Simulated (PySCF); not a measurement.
How methods differ on the excitation energy of Sc⁺

Sc⁺ [Ar] 3d1 4s1 (3D) → Sc⁺ [Ar] 3d2 (3F), as a difference of total energies. Calculation: PySCF 2.14, in x2c-TZVPPall; the spin-free X2C one-electron Hamiltonian (Gaussian nucleus). Correlated levels: valence and next inner shell: [Ne] frozen. The calculations carry no spin-orbit coupling.

| method | excitation energy (eV) |
| --- | --- |
| UHF | 0.924 |
| MP2 (valence and next inner shell) | 0.925 |
| SCS-MP2 (valence and next inner shell) | 0.943 |
| CCSD (valence and next inner shell) | 0.953 |
| CCSD(T) (valence and next inner shell) | 0.957 |

Q: How much does correlation contribute at CCSD(T) (valence and next inner shell)?

A: 0.957 − (0.924) = 0.033 eV, measured against UHF.

Errors of the correlated levels include the incompleteness of this basis and the frozen core.

For comparison: 0.596 eV (measured; NIST levels, between the centres of gravity of the two terms).
